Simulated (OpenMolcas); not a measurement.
# Er²⁺: effect of the level shift or regulariser

| Quantity | Value |
| --- | --- |
| Program | OpenMolcas |
| Basis | ANO-RCC-VTZP [8s7p5d3f2g1h] |
| Scalar Hamiltonian | DKH2, point nucleus |
| Active space | 12 electrons in 7 orbitals (4f) |
| State averaging | 2S+1 = 3 even, 21 roots; 2S+1 = 1 even, 28 roots (27 in the spin-orbit step) |
| Spin-orbit coupling | RASSI with atomic mean-field integrals over the reference wave functions, term energies averaged over their components |

Methods on the same reference wave functions:
A. CASSCF
B. SS-CASPT2, IPEA 0.25 Eh, imaginary shift 0.1 Eh (closed shells correlated: 5s 5p)
C. SS-CASPT2, IPEA 0.25 Eh, real shift 0.2 Eh (closed shells correlated: 5s 5p)

Energies in cm⁻¹ above 4f¹² ³H₆, the measured ground level; measured values from Martin, Zalubas and Hagan, Atomic Energy Levels: The Rare-Earth Elements, NSRDS-NBS 60 (1978); the list in Deprince et al., Eur. Phys. J. D 78, 105 (2024).

| Level | A | B | C | Measured |
| --- | --- | --- | --- | --- |
| 4f¹² ³H₆ | 0.0 | 0.0 | 0.0 | 0.0 |
| 4f¹² ³F₄ [51 %] | 6271 | 5040 | 5050 |  |
| 4f¹² ³H₅ | 7071 | 7090 | 7090 | 6970 |
| 4f¹² ³H₄ [60 %] | 11552 | 10940 | 10950 | 10785 |
| 4f¹² ³F₃ | 14442 | 12500 | 12510 | 12473 |
| 4f¹² ³F₂ | 15790 | 13480 | 13490 | 13220 |
| 4f¹² ¹G₄ [60 %] | 19099 | 18680 | 18680 | 18384 |
| 4f¹² ¹D₂ [54 %] | 31234 | 26710 | 26720 |  |
| 4f¹² ¹I₆ | 37553 | 34100 | 34110 |  |
| 4f¹² ³P₁ | 41470 | 35410 | 35430 |  |
| 4f¹² ³P₂ [68 %] | 41877 | 36330 | 36340 |  |
| 4f¹² ³P₀ | 42613 | 36550 | 36570 |  |

Deviations, from unrounded energies. A percentage is the sum of absolute deviations over the sum of measured energies, with the sign that they share, or ± where signs differ.

| Against measurement | Levels | A | B | C |
| --- | --- | --- | --- | --- |
| mean absolute deviation (cm-1) | 5 | 1200 | 170 | 180 |
| fine structure of the ground term (%) | 2 | +4.9 | +1.6 | +1.6 |
| other terms of the ground configuration (%) | 3 | +11.9 | +1.3 | +1.4 |

B, C lie about equally close to measurement and A furthest from it. The largest miss of B in the table is 4f¹² ¹G₄ [60 %], by +290 cm-1. The ranking rests on the paired levels alone, and a cruder setting can come out closer through cancelling errors.

Between B and C the level of the table that moves most is 4f¹² ³P₁, by 16 cm-1 (lowest in B, highest in C). Moves below CASPT2's spread within the term are not significant.

The two smallest mean deviations differ by little beside CASPT2's spread within terms, so their order carries little weight.

From A to B the spin-free energies of the other terms of 4f¹² shown, above ³H, scale by factors of 0.73 to 0.96, as is usual when dynamic correlation screens the repulsion within a d or f shell.

The lowest spin-free term lies below A's lowest term by 1.132 hartree in B, 1.130 hartree in C.

Term energies are means over components that CASPT2 splits; among the terms shown or strongly mixed into the levels shown the widest spread is 1200 cm-1 (4f¹² ¹I, B). Some high roots are left out of the spin-orbit mixing, which shifts the levels that they would mix with. Without dynamic correlation excited terms often stand tens of per cent too high (terms of higher spin than the ground term too low), and those without a measured partner can miss by more than the paired ones (holds for A). The CASPT2 spread within a term exceeds the gap to the next term for 4f¹² ¹I and 4f¹² ³P, so the order of their levels is uncertain (holds for B; C). Computed and measured levels are paired by configuration, term and J; levels that our copy of the source lacks, or whose pairing is in doubt (as where it misses far off the trend of its configuration), stay unpaired and out of the deviations. Levels of configurations outside the active space are missing.

A share in square brackets marks a mixed level and gives the weight of the term that names it, the lowest over the columns.
